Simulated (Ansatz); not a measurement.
Input file for Ansatz (a first-principles code): R-B3LYP-D3(BJ)/def2-TZVP on C2H8OSe (a complex).

Ansatz 0.2 input:
```yaml
crystal:
  periodic: [false, false, false]
  atoms:
    - {symbol: C, position_ang: [-0.87850184, 1.84733468, -0.76061355]}
    - {symbol: Se, position_ang: [-0.60118736, 0.83550270, 0.88398090]}
    - {symbol: C, position_ang: [-0.89129153, -0.92059355, 0.10371824]}
    - {symbol: H, position_ang: [-1.88314646, 1.66376485, -1.13377217]}
    - {symbol: H, position_ang: [-0.75845957, 2.90143225, -0.53083970]}
    - {symbol: H, position_ang: [-0.14125618, 1.54541172, -1.50062177]}
    - {symbol: H, position_ang: [-1.89697058, -0.96299970, -0.30874280]}
    - {symbol: H, position_ang: [-0.77478627, -1.64702951, 0.90009341]}
    - {symbol: H, position_ang: [-0.15270142, -1.08780295, -0.67719769]}
    - {symbol: O, position_ang: [-0.21606555, -0.69061084, 3.21408267]}
    - {symbol: H, position_ang: [0.63556693, -0.30637988, 3.43526833]}
    - {symbol: H, position_ang: [-0.87714624, -0.22606801, 3.73269899]}
basis:
  gaussian:
    orbitals: def2-TZVP
hamiltonian:
  xc: b3lyp
  dispersion: d3bj
relax: {f_tol: 0.004, max_steps: 120}
scf: {lower_state_search: off}
```

Program output:

```
WARN ansatz: RAYON_NUM_THREADS=1 ignored (pool sized by the plan → 1); use --threads N
Functional definition: B3LYP
these checks for a lower state are left out or cut short: stability, starts, cluster_reference, orbital_swaps, neighbouring_geometries, increment
integrals: 0.11 GiB planned
1272 factors; their error is unknown
mean field: 0.95 GiB planned
mean field evaluation 1: about -69589.7334 eV, gradient 8.5e1 eV
mean field evaluation 2: about -69573.6703 eV, gradient 1.2e2 eV
mean field evaluation 4: about -69603.8247 eV, gradient 6.0e0 eV
mean field evaluation 8: about -69603.8998 eV, gradient 2.7e-1 eV
mean field evaluation 16: about -69604.2107 eV, gradient 5.2e-3 eV
mean field -69604.21074280 eV, -2557.9075653692 hartree, gradient 3.4e-6 eV, S^2 0.000000; 0 other end points of the search recorded, 0 dependent functions left out
the calculation of the forces begins
reference -69604.21102678 eV, -2557.9075758053 hartree; 31, 31 occupied and 158, 158 virtual orbitals, 1272 factors
relax step   1: F+E_penalty+E_count = -69604.59753860 eV  Δ(F+E_penalty+E_count) = +0.000e0 eV  max|allowed force component| = 5.305e-1 eV/Å  Δτ_max = 0.0000 Å  (18 SCF iters, accepted)
these checks for a lower state are left out or cut short: stability, starts, cluster_reference, orbital_swaps, neighbouring_geometries, increment
integrals: 0.11 GiB planned
1272 factors; their error is unknown
mean field: 0.94 GiB planned
mean field -69604.27683663 eV, -2557.9099942726 hartree, gradient 2.6e-6 eV, S^2 0.000000; 0 other end points of the search recorded, 0 dependent functions left out
the calculation of the forces begins
reference -69604.27711905 eV, -2557.9100046517 hartree; 31, 31 occupied and 158, 158 virtual orbitals, 1272 factors
relax step   2: F+E_penalty+E_count = -69604.65869013 eV  Δ(F+E_penalty+E_count) = -6.115e-2 eV  max|allowed force component| = 1.094e0 eV/Å  Δτ_max = 0.1957 Å  (19 SCF iters, accepted)
these checks for a lower state are left out or cut short: stability, starts, cluster_reference, orbital_swaps, neighbouring_geometries, increment
integrals: 0.11 GiB planned
1272 factors; their error is unknown
mean field: 0.94 GiB planned
mean field evaluation 32: about -69604.2923 eV, gradient 1.9e-3 eV
mean field -69604.29230155 eV, -2557.9105625981 hartree, gradient 2.7e-6 eV, S^2 0.000000; 0 other end points of the search recorded, 0 dependent functions left out
the calculation of the forces begins
reference -69604.29258309 eV, -2557.9105729446 hartree; 31, 31 occupied and 158, 158 virtual orbitals, 1272 factors
relax step   3: F+E_penalty+E_count = -69604.66941349 eV  Δ(F+E_penalty+E_count) = -1.072e-2 eV  max|allowed force component| = 1.892e0 eV/Å  Δτ_max = 0.1902 Å  (19 SCF iters, accepted)
these checks for a lower state are left out or cut short: stability, starts, cluster_reference, orbital_swaps, neighbouring_geometries, increment
integrals: 0.11 GiB planned
1272 factors; their error is unknown
mean field: 0.95 GiB planned
mean field -69604.31069825 eV, -2557.9112386643 hartree, gradient 2.9e-6 eV, S^2 0.000000; 0 other end points of the search recorded, 0 dependent functions left out
the calculation of the forces begins
reference -69604.31097718 eV, -2557.9112489149 hartree; 31, 31 occupied and 158, 158 virtual orbitals, 1272 factors
relax step   4: F+E_penalty+E_count = -69604.69855069 eV  Δ(F+E_penalty+E_count) = -2.914e-2 eV  max|allowed force component| = 6.224e-1 eV/Å  Δτ_max = 0.2000 Å  (20 SCF iters, accepted)
these checks for a lower state are left out or cut short: stability, starts, cluster_reference, orbital_swaps, neighbouring_geometries, increment
integrals: 0.11 GiB planned
1272 factors; their error is unknown
mean field: 0.94 GiB planned
mean field -69604.32369559 eV, -2557.9117163078 hartree, gradient 1.6e-6 eV, S^2 0.000000; 0 other end points of the search recorded, 0 dependent functions left out
the calculation of the forces begins
reference -69604.32397546 eV, -2557.9117265928 hartree; 31, 31 occupied and 158, 158 virtual orbitals, 1272 factors
relax step   5: F+E_penalty+E_count = -69604.70312910 eV  Δ(F+E_penalty+E_count) = -4.578e-3 eV  max|allowed force component| = 6.793e-1 eV/Å  Δτ_max = 0.1960 Å  (20 SCF iters, accepted)
these checks for a lower state are left out or cut short: stability, starts, cluster_reference, orbital_swaps, neighbouring_geometries, increment
integrals: 0.11 GiB planned
1272 factors; their error is unknown
mean field: 0.93 GiB planne
[...]
2676730 hartree, gradient 1.8e-6 eV, S^2 0.000000; 0 other end points of the search recorded, 0 dependent functions left out
the calculation of the forces begins
reference -69604.42060149 eV, -2557.9152775341 hartree; 31, 31 occupied and 158, 158 virtual orbitals, 1272 factors
relax step  67: F+E_penalty+E_count = -69604.81369429 eV  Δ(F+E_penalty+E_count) = +1.240e-4 eV  max|allowed force component| = 1.013e-1 eV/Å  Δτ_max = 0.0246 Å  (20 SCF iters, rejected (line search))
these checks for a lower state are left out or cut short: stability, starts, cluster_reference, orbital_swaps, neighbouring_geometries, increment
integrals: 0.11 GiB planned
1272 factors; their error is unknown
mean field: 0.96 GiB planned
mean field -69604.42057364 eV, -2557.9152765106 hartree, gradient 1.9e-6 eV, S^2 0.000000; 0 other end points of the search recorded, 0 dependent functions left out
the calculation of the forces begins
reference -69604.42084183 eV, -2557.9152863661 hartree; 31, 31 occupied and 158, 158 virtual orbitals, 1272 factors
relax step  68: F+E_penalty+E_count = -69604.81387158 eV  Δ(F+E_penalty+E_count) = -5.331e-5 eV  max|allowed force component| = 1.260e-3 eV/Å  Δτ_max = 0.0092 Å  (22 SCF iters, accepted)
these checks for a lower state are left out or cut short: stability, starts, cluster_reference, orbital_swaps, neighbouring_geometries, increment
integrals: 0.11 GiB planned
1272 factors; their error is unknown
mean field: 0.96 GiB planned
mean field -69604.42059102 eV, -2557.9152771494 hartree, gradient 1.9e-6 eV, S^2 0.000000; 0 other end points of the search recorded, 0 dependent functions left out
the calculation of the forces begins
reference -69604.42085924 eV, -2557.9152870059 hartree; 31, 31 occupied and 158, 158 virtual orbitals, 1272 factors
relax step  69: F+E_penalty+E_count = -69604.81388653 eV  Δ(F+E_penalty+E_count) = -1.495e-5 eV  max|allowed force component| = 1.121e-2 eV/Å  Δτ_max = 0.0161 Å  (21 SCF iters, accepted)
these checks for a lower state are left out or cut short: stability, starts, cluster_reference, orbital_swaps, neighbouring_geometries, increment
integrals: 0.11 GiB planned
1272 factors; their error is unknown
mean field: 0.96 GiB planned
mean field -69604.42061089 eV, -2557.9152778796 hartree, gradient 1.8e-6 eV, S^2 0.000000; 0 other end points of the search recorded, 0 dependent functions left out
the calculation of the forces begins
reference -69604.42087917 eV, -2557.9152877387 hartree; 31, 31 occupied and 158, 158 virtual orbitals, 1272 factors
relax step  70: F+E_penalty+E_count = -69604.81387312 eV  Δ(F+E_penalty+E_count) = +1.342e-5 eV  max|allowed force component| = 3.962e-2 eV/Å  Δτ_max = 0.0255 Å  (20 SCF iters, rejected (line search))
these checks for a lower state are left out or cut short: stability, starts, cluster_reference, orbital_swaps, neighbouring_geometries, increment
integrals: 0.11 GiB planned
1272 factors; their error is unknown
mean field: 0.96 GiB planned
mean field evaluation 512: about -69604.4204 eV, gradient 1.9e-6 eV
mean field -69604.42044612 eV, -2557.9152718240 hartree, gradient 1.9e-6 eV, S^2 0.000000; 0 other end points of the search recorded, 0 dependent functions left out
the calculation of the forces begins
reference -69604.42071421 eV, -2557.9152816764 hartree; 31, 31 occupied and 158, 158 virtual orbitals, 1272 factors
relax step  71: F+E_penalty+E_count = -69604.81375274 eV  Δ(F+E_penalty+E_count) = +1.338e-4 eV  max|allowed force component| = 8.272e-2 eV/Å  Δτ_max = 0.0127 Å  (22 SCF iters, rejected (line search))
these checks for a lower state are left out or cut short: stability, starts, cluster_reference, orbital_swaps, neighbouring_geometries, increment
integrals: 0.11 GiB planned
1272 factors; their error is unknown
mean field: 0.96 GiB planned
mean field -69604.42059450 eV, -2557.9152772771 hartree, gradient 1.9e-6 eV, S^2 0.000000; 0 other end points of the search recorded, 0 dependent functions left out
the calculation of the forces begins
reference -69604.42086270 eV, -2557.9152871333 hartree; 31, 31 occupied and 158, 158 virtual orbitals, 1272 factors
relax step  72: F+E_penalty+E_count = -69604.81389396 eV  Δ(F+E_penalty+E_count) = -7.422e-6 eV  max|allowed force component| = 2.203e-3 eV/Å  Δτ_max = 0.0064 Å  (22 SCF iters, accepted)
these checks for a lower state are left out or cut short: stability, starts, cluster_reference, orbital_swaps, neighbouring_geometries, increment
integrals: 0.11 GiB planned
1272 factors; their error is unknown
mean field: 0.96 GiB planned
mean field -69604.42061943 eV, -2557.9152781933 hartree, gradient 1.9e-6 eV, S^2 0.000000; 0 other end points of the search recorded, 0 dependent functions left out
the calculation of the forces begins
reference -69604.42088768 eV, -2557.9152880513 hartree; 31, 31 occupied and 158, 158 virtual orbitals, 1272 factors
relax step  73: F+E_penalty+E_count = -69604.81389916 eV  Δ(F+E_penalty+E_count) = -5.201e-6 eV  max|allowed force component| = 2.077e-2 eV/Å  Δτ_max = 0.0190 Å  (21 SCF iters, accepted)
these checks for a lower state are left out or cut short: stability, starts, cluster_reference, orbital_swaps, neighbouring_geometries, increment
integrals: 0.11 GiB planned
1272 factors; their error is unknown
mean field: 0.96 GiB planned
mean field -69604.42061560 eV, -2557.9152780525 hartree, gradient 1.9e-6 eV, S^2 0.000000; 0 other end points of the search recorded, 0 dependent functions left out
the calculation of the forces begins
reference -69604.42088382 eV, -2557.9152879095 hartree; 31, 31 occupied and 158, 158 virtual orbitals, 1272 factors
relax step  74: F+E_penalty+E_count = -69604.81390231 eV  Δ(F+E_penalty+E_count) = -3.152e-6 eV  max|allowed force component| = 3.326e-3 eV/Å  Δτ_max = 0.0032 Å  (23 SCF iters, accepted)
these checks for a lower state are left out or cut short: stability, starts, cluster_reference, orbital_swaps, neighbouring_geometries, increment
integrals: 0.11 GiB planned
1272 factors; their error is unknown
mean field: 0.96 GiB planned
mean field -69604.42061324 eV, -2557.9152779656 hartree, gradient 1.9e-6 eV, S^2 0.000000; 0 other end points of the search recorded, 0 dependent functions left out
the calculation of the forces begins
reference -69604.42088146 eV, -2557.9152878227 hartree; 31, 31 occupied and 158, 158 virtual orbitals, 1272 factors
relax step  75: F+E_penalty+E_count = -69604.81390371 eV  Δ(F+E_penalty+E_count) = -1.405e-6 eV  max|allowed force component| = 2.412e-3 eV/Å  Δτ_max = 0.0044 Å  (22 SCF iters, accepted)
Total energy: -69604.81417194 eV, -2557.9297409813 hartree
Atom 0 at    -0.894164     1.694106    -0.207393 Å, force     0.001031     0.001107    -0.000016 eV/Å
Atom 1 at     0.598577     0.449336     0.068169 Å, force     0.000050    -0.000629     0.000007 eV/Å
Atom 2 at    -0.431484    -1.203511    -0.178635 Å, force     0.000224     0.001295     0.000271 eV/Å
Atom 3 at    -1.661014     1.513094     0.541702 Å, force    -0.000396     0.000002     0.000328 eV/Å
Atom 4 at    -0.493892     2.698851    -0.090934 Å, force    -0.000217    -0.000484     0.000505 eV/Å
Atom 5 at    -1.292446     1.572892    -1.212064 Å, force    -0.000636    -0.000560    -0.000665 eV/Å
Atom 6 at    -1.217905    -1.256425     0.570199 Å, force     0.000024     0.000078     0.000031 eV/Å
Atom 7 at     0.261699    -2.031163    -0.045535 Å, force     0.000386    -0.000549     0.000114 eV/Å
Atom 8 at    -0.845897    -1.230981    -1.183724 Å, force    -0.000354    -0.000288    -0.000614 eV/Å
Atom 9 at    -1.186632     0.193248     2.911381 Å, force    -0.002325    -0.000299     0.002412 eV/Å
Atom 10 at    -0.879643     0.237909     3.822085 Å, force     0.000350     0.000221    -0.002389 eV/Å
Atom 11 at    -0.393145     0.314606     2.362804 Å, force     0.001862     0.000106     0.000017 eV/Å
Dipole moment:     0.065267     0.005604    -0.028945 e Å
Checks for a lower state left out: stability, starts, cluster_reference, orbital_swaps, neighbouring_geometries, increment
```

The calculation finished and met its thresholds.

Cost: roughly 4 core-minutes.
